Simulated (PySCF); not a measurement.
Harmonic spectrum computed at PBE0 in the def2-SVP basis family (core potentials from Rb on, PySCF, no spin–orbit coupling):

```tsv
symmetry	ω (cm⁻¹)	IR (km/mol)
a1	80	1.4
a1	252	12.8
b2	319	67.2
```

Task: Which molecule gave it? In each, all ligands are bound to the one heavy central atom.
A. SiBr₂ (singlet)
B. GaBr₂ (doublet)
C. SbBr₂ (doublet)
D. ZnBr₂ (singlet)

Result: B. It has C2v symmetry with Ga–Br 2.319 Å (×2).
